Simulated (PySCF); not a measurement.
**Multinuclear NMR of C5H9NO**

Atom-mapped SMILES (the numbers label the heavy atoms): `[CH3:1][C:2](=[O:3])[NH:4][CH:5]1[CH2:6][CH2:7]1` (H(Xn): hydrogen on atom n). Ha(C6), Ha(C7) are cis to N4 on the ring; Hb(C6), Hb(C7) are trans to N4 on the ring.

All values are calculated (PySCF): GFN2-xTB geometry, PBE0/pcSseg-1 with gauge-including orbitals, J couplings at B3LYP/pcJ-1 (spin–dipole term only in couplings to heteroatoms). Averaged over atoms made equivalent by symmetry, fast rotation or ring inversion, gas phase, relativity neglected, a single conformation.

Problem. Where does 15N resonate?

Solution. 
```json
{"atoms": "N4", "environment": "amide-type nitrogen", "σ (ppm)": "125.9", "δ (ppm)": "-264.0"}
```

Shieldings were converted by a linear fit to measured shifts: 15N (scatter 6.3 ppm rms vs CH3NO2, solution or neat liquid). A few per cent of atoms miss by over 2 rms, more outside the fitted compound classes. Couplings are scaled by factors fitted to measured values: 2J(H,H) × 0.95 (rms 1.3 Hz), 3J(H,H) × 0.92 (rms 0.5 Hz); all others are unscaled and can be 10–30 % off.

Couplings (the largest are listed; each averaged over equivalent pairs): 1J(N4,H(N4)) = -93.0 Hz, 1J(N4,C5) = -17.1 Hz, 1J(C2,N4) = -17.1 Hz, 2J(C1,N4) = -11.0 Hz, 2J(N4,H(C5)) = -1.6 Hz, 3J(N4,Ha(C6)) = -3.1 Hz, 3J(N4,Hb(C6)) = -1.6 Hz, 3J(N4,H(C1)) = -1.4 Hz. Signs are for 15N, whose magnetogyric ratio is negative.

On a 500 MHz spectrometer 15N resonates near 50.7 MHz, so 1 ppm is 50.7 Hz.

Problem. Where does 17O resonate?

Solution. 
```
atoms                 environment  σ (ppm)  δ (ppm)
   O3  amide-type carbonyl oxygen    -85.8    344.9
```

Shieldings were converted by a linear fit to measured shifts: 17O: δ = 266.70 − 0.911σ (rms 10.7 ppm, 155 shifts, 12.2 ppm with the 3 outliers that the fit left out vs liquid water, solution or neat liquid). Occasional misses reach two or three times the rms, and more in compound classes unlike the fitted ones. Couplings are scaled by factors fitted to measured values: 2J(H,H) × 0.95 (rms 1.3 Hz), 3J(H,H) × 0.92 (rms 0.5 Hz); all others are unscaled and can be 10–30 % off.

Couplings (the largest are listed; each averaged over equivalent pairs; quadrupolar broadening usually hides them): 1J(C2,O3) = 27.8 Hz, 2J(C1,O3) = -3.2 Hz, 3J(O3,C5) = -1.5 Hz, 3J(O3,H(C1)) = -1.3 Hz.

On a 500 MHz spectrometer 17O resonates near 67.8 MHz, so 1 ppm is 67.8 Hz.

Hydrogen bonding in solution shields acid and N–H amide carbonyl oxygens by tens of ppm.
